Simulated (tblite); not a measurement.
Isomers of C5H11Al. Computed with GFN2-xTB (tblite): harmonic, unscaled wavenumbers at the GFN2-xTB geometry, gas phase. This tight-binding method is rough: wavenumbers can miss measured ones by several per cent, in bad cases by 10 to 20. Modes of hydrogen on aluminium can be 10 to 20 % off. One conformer each.

Electronic energies: GFN2-xTB at the same geometries; isomer energies are rough at this level and their order can be wrong.

```tsv
SMILES	electronic energy, lowest = 0 (kcal/mol)
[AlH2][CH]1CCCC1	0.0
C[C@H]1C[CH2][AlH][CH2]1	16.6
C=C[CH2][AlH][CH2]C	39.9
```

Q: How do GFN2-xTB zero-point energies change the relative energies?

A: 
```json
{"SMILES": "[AlH2][CH]1CCCC1", "ZPE (kcal/mol)": "87.3", "of it from modes above 1550 cm⁻¹": "42.6", "electronic (kcal/mol)": "0.0", "with ZPE, lowest = 0 (kcal/mol)": "0.0", "lowest mode (cm⁻¹)": "73", "rings": "1"}
{"SMILES": "C[C@H]1C[CH2][AlH][CH2]1", "ZPE (kcal/mol)": "88.5", "of it from modes above 1550 cm⁻¹": "44.7", "electronic (kcal/mol)": "16.6", "with ZPE, lowest = 0 (kcal/mol)": "17.7", "lowest mode (cm⁻¹)": "99", "rings": "1"}
{"SMILES": "C=C[CH2][AlH][CH2]C", "ZPE (kcal/mol)": "85.1", "of it from modes above 1550 cm⁻¹": "47.4", "electronic (kcal/mol)": "39.9", "with ZPE, lowest = 0 (kcal/mol)": "37.7", "lowest mode (cm⁻¹)": "36", "rings": "0"}
```

The zero-point energies span 3.4 kcal/mol, from `C=C[CH2][AlH][CH2]C` to `C[C@H]1C[CH2][AlH][CH2]1`. The order is unchanged.

Q: What do entropy and thermal enthalpy add at 298.15 K and 1 bar (rigid rotor, harmonic oscillator, one conformer each)?

A: 
```csv
SMILES,point group,symmetry number,S (cal/(mol K)),H − H(0) (kcal/mol),ZPE + H − H(0) − TS (kcal/mol)
[AlH2][CH]1CCCC1,C1,1,84.4,5.32,67.5
C[C@H]1C[CH2][AlH][CH2]1,C1,1,84.1,5.48,68.9
C=C[CH2][AlH][CH2]C,C1,1,100.3,6.94,62.1
```
